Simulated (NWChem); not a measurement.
Species: C2H6AlClO; SMILES [Cl][AlH][O]CC

```xyz
11

Al    -0.6064    -0.4915    -0.0136
H     -2.1597    -0.1871    -0.0084
Cl     0.0661    -2.4910    -0.0103
O      0.6176     0.6873    -0.0240
C      0.8613     2.0709    -0.0173
C     -0.4017     2.9231     0.0333
H      1.5125     2.3121     0.8550
H      1.4543     2.3317    -0.9248
H     -0.9931     2.7075     0.9477
H     -0.1481     4.0029     0.0392
H     -1.0502     2.7306    -0.8468
```
Atoms are numbered in this order, from 1.

Level: PBE-D3(BJ)/def2-SVP (NWChem), optimised geometry, unscaled harmonic frequencies. 

| frequency (cm⁻¹) | IR intensity (km/mol) |
|---|---|
| 20 | 0.4 |
| 73 | 0.4 |
| 95 | 4.1 |
| 174 | 7.4 |
| 292 | 0.3 |
| 425 | 11.1 |
| 445 | 106.1 |
| 509 | 57.5 |
| 636 | 91.6 |
| 713 | 161.1 |
| 776 | 0.8 |
| 918 | 23.8 |
| 1071 | 8.2 |
| 1127 | 1.4 |
| 1212 | 391.1 |
| 1264 | 0.0 |
| 1328 | 3.5 |
| 1362 | 32.2 |
| 1407 | 7.6 |
| 1418 | 0.0 |
| 1443 | 0.1 |
| 1938 | 111.9 |
| 2932 | 79.9 |
| 2965 | 12.4 |
| 2967 | 26.6 |
| 3056 | 23.1 |
| 3063 | 24.7 |

```yaml
zero_point_energy: 48.1 kcal/mol
thermal correction to the enthalpy at 298.15 K (with zero-point energy): 53.4 kcal/mol
heat capacity Cv: 23.9 cal/(mol K)
entropy at 298.15 K and 1 atm (symmetry number 1): 89.1 cal/(mol K)
dipole_moment: 2.43 D
```

Rigid rotor and harmonic oscillator; modes under 100 cm⁻¹ make the entropy uncertain.
